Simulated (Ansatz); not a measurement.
A structure relaxed at PBE-D4/def2-TZVP in Ansatz, charge 0, doublet:

Cartesian coordinates in Å:
```
Li 1.960 1.326 0.079
Li -1.246 1.809 0.887
Li -2.031 -1.104 -0.514
Li 0.257 -0.791 1.506
Li 1.171 -1.584 -1.309
Si -0.112 0.343 -0.649
```

(1) Give its formula and point group.

(2) Summarise the bond lengths by kind (pairs closer than 1.2 times the sum of covalent radii, bridged metal pairs left out).

Answers

(1) Li5Si. Point group C4v (tolerance 0.1 Å).

(2) 5 × Li–Si 2.41 to 2.46 Å; 4 × Li–Li 3.06 to 3.07 Å.

The structure comes from a short search, and lower isomers may exist.
